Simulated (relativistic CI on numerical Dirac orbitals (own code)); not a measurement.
Ligand-field terms of d3

Computed with a parametric ligand-field model of a d^n configuration (Racah B and C, spin-orbit zeta, crystal field), exact diagonalisation.

Field parameters in Wybourne normalisation: Oh B⁴₀ = 21Dq, B⁴₄ = √(5/14) B⁴₀. The field is a parameter set, without covalency.

Task: Lowest levels for B = 800, C = 3660, ζ = 120 cm⁻¹, Oh, 10Dq = 31450 cm⁻¹?

Result: Γ8 0 (S 1.50), Γ8 17156 (S 0.50), Γ8 17764 (S 0.50), Γ6 17788 (S 0.50), Γ8 26842 (S 0.50), Γ7 26901 (S 0.50), Γ7 31401 (S 1.50), Γ8 31432 (S 1.50), Γ8 31481 (S 1.50) cm⁻¹, with S from ⟨S²⟩ = S(S + 1). The ground level has 0.00 electrons in the cubic e pair.

Task: Lowest levels for B = 950, C = 4100, ζ = 120 cm⁻¹, Oh, 10Dq = 25700 cm⁻¹?

Result: Γ8 0 (S 1.50), Γ8 19358 (S 0.50), Γ8 20182 (S 0.50), Γ6 20215 (S 0.50), Γ7 25651 (S 1.50), Γ8 25680 (S 1.50), Γ6 25733 (S 1.50), Γ8 25733 (S 1.50), Γ8 29448 (S 0.50) cm⁻¹, with S from ⟨S²⟩ = S(S + 1). The ground level has 0.00 electrons in the cubic e pair.

Task: Lowest levels for B = 970, C = 3630, ζ = 620 cm⁻¹, Oh, 10Dq = 8150 cm⁻¹?

Result: Γ8 0 (S 1.50), Γ7 7964 (S 1.50), Γ8 8093 (S 1.50), Γ8 8249 (S 1.50), Γ6 8372 (S 1.50), Γ7 13348 (S 1.50), Γ8 13448 (S 1.49), Γ8 13991 (S 1.48), Γ6 14356 (S 1.49) cm⁻¹, with S from ⟨S²⟩ = S(S + 1). The ground level has 0.01 electrons in the cubic e pair.

Task: Lowest levels for B = 570, C = 2150, ζ = 850 cm⁻¹, Oh, 10Dq = 23750 cm⁻¹?

Result: Γ8 0 (S 1.50), Γ8 10793 (S 0.51), Γ8 11167 (S 0.51), Γ6 11427 (S 0.50), Γ8 17309 (S 0.52), Γ7 17501 (S 0.51), Γ7 23490 (S 1.50), Γ8 23715 (S 1.49), Γ8 24015 (S 1.49) cm⁻¹, with S from ⟨S²⟩ = S(S + 1). The ground level has 0.00 electrons in the cubic e pair.

Task: Lowest levels for B = 970, C = 4990, ζ = 340 cm⁻¹, Oh, 10Dq = 16650 cm⁻¹?

Result: Γ8 0 (S 1.50), Γ7 16519 (S 1.50), Γ8 16597 (S 1.50), Γ8 16701 (S 1.50), Γ6 16739 (S 1.50), Γ8 21915 (S 0.51), Γ8 22676 (S 0.53), Γ6 22835 (S 0.51), Γ7 25092 (S 1.50) cm⁻¹, with S from ⟨S²⟩ = S(S + 1). The ground level has 0.00 electrons in the cubic e pair.
